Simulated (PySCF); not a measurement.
C₂H₇BrSi₂.
Numbering: `[SiH3:1]/[CH:2]=[CH:3]/[SiH2:4][Br:5]` (hydrogens: H6, H7, H8 on Si1; H9 on C2; H10 on C3; H11, H12 on Si4)

Computed by this run: PBE0-D3(BJ)/def2-SVP geometry optimisation, gas phase in PySCF 2.14.0; density fitting, grid level 1; the optimiser is geomeTRIC in internal coordinates, started from a GFN2-xTB structure with every atom displaced at random (about 0.01 Å).

The end geometry, which sets the zero of energy:
```
atom  x, y, z in Å
Si1    -1.4551   -0.1153   -0.2928
C2      0.3882   -0.3551   -0.5353
C3      1.3149   -0.0586    0.3907
Si4     3.1559   -0.2963    0.1835
Br5     3.5543   -1.3196   -1.7575
H6     -1.6988    0.4681    1.0607
H7     -2.0060    0.7987   -1.3399
H8     -2.1657   -1.4260   -0.4077
H9      0.7326   -0.7685   -1.4951
H10     0.9898    0.3602    1.3560
H11     3.7116   -1.1488    1.2729
H12     3.8760    1.0099    0.1764
```

**Question.** These geometries come from the run, each turned onto the end geometry. Order them by energy, lowest first.
A.
```
atom  x, y, z in Å
Si1    -1.4587   -0.1239   -0.2895
C2      0.3842   -0.3651   -0.5026
C3      1.3225    0.0180    0.3820
Si4     3.1630   -0.2887    0.1568
Br5     3.5388   -1.5706   -1.6238
H6     -1.7675    0.0830    1.1602
H7     -1.9673    1.0377   -1.0805
H8     -2.1822   -1.3380   -0.7904
H9      0.7294   -0.8504   -1.4361
H10     1.0104    0.4989    1.3200
H11     3.7551   -0.9661    1.3501
H12     3.8699    1.0138   -0.0344
```
B.
```
atom  x, y, z in Å
Si1    -1.4627   -0.1576   -0.2792
C2      0.3704   -0.3968   -0.4947
C3      1.2874    0.0001    0.3649
Si4     3.1914   -0.2381    0.1907
Br5     3.5056   -1.5311   -1.5955
H6     -1.7753    0.0578    1.1335
H7     -1.8523    1.0685   -1.0318
H8     -2.1555   -1.3025   -0.8187
H9      0.6969   -0.8923   -1.3782
H10     0.9873    0.5054    1.2905
H11     3.7291   -0.9689    1.3187
H12     3.8753    1.0040   -0.0881
```
C.
```
atom  x, y, z in Å
Si1    -1.4538   -0.1205   -0.2915
C2      0.3855   -0.3891   -0.5285
C3      1.3116   -0.0511    0.3844
Si4     3.1548   -0.2794    0.1771
Br5     3.5551   -1.3990   -1.7100
H6     -1.7005    0.3288    1.1125
H7     -1.9557    0.9241   -1.2372
H8     -2.2040   -1.3861   -0.5561
H9      0.7316   -0.8446   -1.4706
H10     0.9845    0.3990    1.3339
H11     3.7311   -1.0672    1.3048
H12     3.8573    1.0337    0.0932
```
D.
```
atom  x, y, z in Å
Si1    -1.4541   -0.1243   -0.2885
C2      0.3855   -0.3991   -0.5253
C3      1.3124   -0.0380    0.3776
Si4     3.1563   -0.2702    0.1723
Br5     3.5497   -1.4599   -1.6731
H6     -1.7167    0.2243    1.1410
H7     -1.9313    0.9943   -1.1596
H8     -2.2133   -1.3572   -0.6584
H9      0.7271   -0.8786   -1.4564
H10     0.9869    0.4314    1.3186
H11     3.7355   -1.0119    1.3291
H12     3.8596    1.0378    0.0348
```
E.
```
atom  x, y, z in Å
Si1    -1.4533   -0.1190   -0.2816
C2      0.3819   -0.4057   -0.5333
C3      1.3181   -0.0286    0.3536
Si4     3.1605   -0.2664    0.1690
Br5     3.5713   -1.5095   -1.6300
H6     -1.7217    0.1400    1.1653
H7     -1.9330    1.0457   -1.0886
H8     -2.2183   -1.3227   -0.7308
H9      0.7071   -0.9083   -1.4577
H10     0.9915    0.4448    1.2920
H11     3.7356   -0.9640    1.3544
H12     3.8579    1.0422   -0.0004
```

**Answer.** C (0.003 eV), D (0.008 eV), E (0.015 eV), A (0.028 eV), B (0.197 eV).

In the order of the answer:

| step | E above end (eV) | largest force (eV/Å) | rms force component (eV/Å) | rms distance from end (Å) | rms bond change (Å) | bond most changed (Å) |
| --- | --- | --- | --- | --- | --- | --- |
| 7 | 0.003 | 0.06 | 0.019 | 0.096 | 0.001 | C2–H9 +0.002 |
| 6 | 0.008 | 0.07 | 0.017 | 0.160 | 0.001 | C3–Si4 +0.002 |
| 2 | 0.015 | 0.12 | 0.038 | 0.211 | 0.002 | Si4–Br5 -0.005 |
| 1 | 0.028 | 0.39 | 0.122 | 0.233 | 0.005 | C3–Si4 +0.012 |
| 0 | 0.197 | 2.26 | 0.671 | 0.259 | 0.035 | C3–Si4 +0.059 |

The cost below is that of the whole optimisation. Hardware: one thread of an Arm Neoverse N1, shared host with 64 logical CPUs at a one-minute load of 61. Cost: 2.9 min of wall time, 0.55 GiB resident at most.
